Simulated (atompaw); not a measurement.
## arsenic (As): one change to a PAW (atompaw) potential, before and after

```
Element                 : arsenic
Generator               : atompaw 4.2.0.5
Type                    : PAW
Functional              : PBE
Relativity              : scalar-relativistic
Frozen core             : [Ar]
Valence charge          : 15
Reference configuration : 3d10 4s2 4p2.5 (charge +0.5)
Partial waves           : 4s (bound); 4s channel at -0.05 Ry; 4p (bound); 4p channel at 4.55 Ry; 3d (bound); 3d channel at -2.7 Ry
Local potential         : bessel scheme, radius 1.60 bohr
Core correction         : smooth core density matched at 1.25 bohr
Augmentation charge     : besselshape compensation charge, radius 1.95 bohr; PAW radius 2.10 bohr; waves and projectors: bloechl
```

Change: local potential troulliermartins scheme with l = 3 at 0 Ry, radius 1.60 bohr.

Cutoffs: the cutoffs (Ry, on a coarse ladder) from which the occupation-weighted sum of valence levels, in a spherical-Bessel basis at the reference potential, stays within 10 and 1 mRy of its value at 400 Ry; they do not see the model core or the augmentation charge, which bear on the density cutoff.

What does the change do?

The potential gets harder (50 Ry and 70 Ry → 70 Ry and 80 Ry); a bound ghost appears in s, which as a rule spoils a file. A state that the projectors do not describe sees the local part alone, so a deeper or shallower local part can create or remove a ghost.

| quantity | base | changed |
| --- | --- | --- |
| cutoff, loose | 50 Ry | 70 Ry |
| cutoff, tight | 70 Ry | 80 Ry |
| loose cutoff by channel (10 mRy a level) | s 6 Ry, p 6 Ry, d 40 Ry | s 18 Ry, p 25 Ry, d 50 Ry |
| bound ghosts | none | s |
| s: phases at 2.10 bohr within 0.05 rad from the reference energy up to (Ry; the scan ends near 5) | 3.9 | 4.1 |
| p: phases at 2.10 bohr within 0.05 rad from the reference energy up to (Ry; the scan ends near 5) | to the end of the scan | to the end of the scan |
| d: phases at 2.10 bohr within 0.05 rad from the reference energy up to (Ry; the scan ends near 5) | 0.5 | 0.6 |
| lowest overlap eigenvalue by channel | s 0.01, p 0.66, d 0.88 | s 0.01, p 0.47, d 1.00 |

 A true bound ghost makes a file unfit for plane-wave use even where its test errors are small: the radial tests pick states by their node count and pass the ghost by. The cutoffs see the waves, projectors and local potential, not the compensation charge or the core.
